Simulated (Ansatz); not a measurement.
Two members of one family (Same ligands, another metal), computed with Ansatz in the gas phase; def2 core potentials for La, no spin–orbit coupling. The two geometries come from different levels. A dash marks a value that wasn't run or was left out as unsound. The structures are stationary points that may keep the symmetry of their start. Remarks come from the PBE and PBE0 runs and from stability tests at other levels; not every state was tested. A HOMO above zero means that the electron is unbound at that level and held by the basis, or that self-interaction error raises the level; the energy of removing that electron tells which.

First: LaCl3 (singlet, charge 0, PBE-D4/def2-SVP geometry).

```xyz
4

La    0.2882    0.2803    0.1610
Cl    0.3695   -1.6779    1.8793
Cl    1.2647   -0.2651   -2.1943
Cl   -1.9224    1.6628    0.1539
```

```json
{"level": "PBE-D4/def2-TZVPD", "HOMO (eV)": "-7.55", "LUMO (eV)": "-3.46", "gap (eV)": "4.08", "vertical EA (eV)": "1.47"}
{"level": "r2SCANh-D4/def2-TZVP", "HOMO (eV)": "-8.36", "LUMO (eV)": "-2.87", "gap (eV)": "5.50", "vertical EA (eV)": "–"}
{"level": "PBE0-D4/def2-TZVP", "HOMO (eV)": "-8.88", "LUMO (eV)": "-2.80", "gap (eV)": "6.08", "vertical EA (eV)": "–"}
{"level": "PBE0-D4/def2-TZVPD", "HOMO (eV)": "-8.90", "LUMO (eV)": "-2.79", "gap (eV)": "6.11", "vertical EA (eV)": "1.49"}
{"level": "CAM-B3LYP-D4/def2-TZVP", "HOMO (eV)": "-10.21", "LUMO (eV)": "-2.10", "gap (eV)": "8.12", "vertical EA (eV)": "–"}
```

Metal–donor distances: 3 × Cl 2.61 Å. Remarks: HOMO above zero (-1 doublet).

Second: ScCl3 (singlet, charge 0, B3LYP-D4/def2-SVP geometry).

```xyz
4

Sc    0.001    0.006    0.001
Cl    1.058    0.149   -2.004
Cl    1.161   -0.609    1.854
Cl   -2.220    0.454    0.149
```

Question: Estimate the same table for the second.

Answer: 
```csv
level,HOMO (eV),LUMO (eV),gap (eV),vertical EA (eV)
PBE-D4/def2-TZVPD,-7.92,-4.22,3.70,1.57
r2SCANh-D4/def2-TZVP,-8.76,-3.67,5.08,–
PBE0-D4/def2-TZVP,-9.26,-3.27,5.99,–
PBE0-D4/def2-TZVPD,-9.28,-3.28,6.00,1.69
CAM-B3LYP-D4/def2-TZVP,-10.60,-2.40,8.20,–
```

Metal–donor distances: 3 × Cl 2.27 Å. Remarks: HOMO above zero (-1 doublet).
